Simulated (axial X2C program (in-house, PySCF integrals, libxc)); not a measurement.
**Testing model relations on CaAl**

A bond curve at the LDA level, 2c, was computed with an axial X2C code built on PySCF integrals (basis Ca dyall-cv3z [11s12p6d4f], Al dyall-v3z [8s8p2d1f] (cores contracted in-house)) for the state Ω = 1/2 (⟨Sz⟩ = -0.50, ⟨Lz⟩ = 1.00 at LDA). Its fit gives Re = 3.0687 Å, ωe = 203.7 cm⁻¹, ωexe = 1.12 cm⁻¹ and αe = 7.750e-04 cm⁻¹; the masses are 39.9626 and 26.9815 u. Two-component means X2C with spin–orbit coupling and atomic mean-field Coulomb and Gaunt terms.

**Question.** Find the reduced mass, Be and the force constant.

**Answer.** From the LDA values: μ = 16.1067 u. Be = 16.8576/(μ Re²) = 0.1111 cm⁻¹. k = 5.8918×10⁻⁷ μ ωe² = 0.394 mdyn/Å.

**Question.** Estimate the centrifugal constant by the Kratzer relation.

**Answer.** D = 4Be³/ωe² = 1.32e-07 cm⁻¹.

**Question.** The dipole moment p changes by 0.36 D/Å at Re. What harmonic infrared intensity follows?

**Answer.** I = 42.256 × (dp/dR)²/μ = 0.34 km/mol.

**Question.** Estimate De from a Morse curve and compare with the computed well depth of 0.977 eV to Ca + Al.

**Answer.** De(Morse) = ωe²/(4ωexe) = 1.148 eV against 0.977 eV computed, a ratio of 1.18. The extrapolation overshoots: the well softens faster than a Morse curve, or the lowest atomic limit lies below the one to which the curve heads.

**Question.** A Morse curve ties αe to the other constants (Pekeris). How well does that hold?

**Answer.** αe(Morse) = 6Be²/ωe × (√(ωexe/Be) − 1) = 7.912e-04 cm⁻¹; the LDA curve gives 7.750e-04 cm⁻¹, a ratio of 1.02.

The state is a single determinant with fixed occupations, the lowest that a limited PBE0 search found. Dissociation energies refer to the lowest single-determinant-based atoms at the same level and basis. Density functionals use the spin component along the axis (collinear). The 2c atoms are single determinants rather than J levels; their spin–orbit lowering is only partly caught, and De is too large by that part. This holds for LDA. Other states lie close and PBE0, whose exact exchange favours high spin, may order them wrongly; the determinant shown need not be the ground state. The nearest other 2c determinant of the search, Ω = 3/2, lies 0.01 eV up at the distance of the search. The functionals have no current-density term, which raises determinants with orbital currents, atoms included. The atomic limit has a lower orbital projection than the molecule and lies lower at mean-field level, so De may be about a tenth of an eV too small.
